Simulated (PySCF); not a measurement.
SMILES C=CCCC#N (C5H7N), GFN2-xTB optimised geometry. Atoms within 1.6 Å of the plane z = 1.0 Å (x, y, z in Å): C2 (0.66, -0.80, 0.00), C3 (-0.83, -0.80, 0.00), C4 (-1.39, 0.64, 0.00), C5 (-1.02, 1.34, 1.21), N6 (-0.73, 1.88, 2.17), H9 (1.12, -0.30, 0.84), H10 (-1.20, -1.32, 0.89), H12 (-2.48, 0.62, -0.07).

Calculation: PBE/def2-TZVP run with PySCF 2.14.0. Cells within 0.4 Å of a nucleus heavier than hydrogen are left out (blank, or x).

Map of the electron localisation function on the plane z = 1.0 Å:

```
|0000000000000000000000000|
|0000000000000000000000000|
|0000000000000000000000000|
|0000000000000000000000000|
|0000000122221000000000000|
|0000001245542100000000000|
|0000001467764200000000000|
|0000001566775310000000000|
|000000155xx66300000000000|
|000000167x165100000000000|
|0001111488751002540000000|
|0001221245310079994000000|
|0000100011100499996000000|
|0000000023211699994000000|
|0000000489731599971000000|
|0000005999941367620000000|
|0000018999941234200000000|
|0000017999920123200000000|
|0000003899600022200000000|
|0000000244100011100000000|
|0000000000000000000000000|
|0000000000000000000000000|
|0000000000000000000000000|
|0000000000000000000000000|
|0000000000000000000000000|
```
Scale: ten equal steps from 0.000 (start of '0') to 1.000 (end of '9'), in the order '0123456789'; x runs from -4.50 to 4.50, y from -4.50 (bottom) to 4.50 (top).
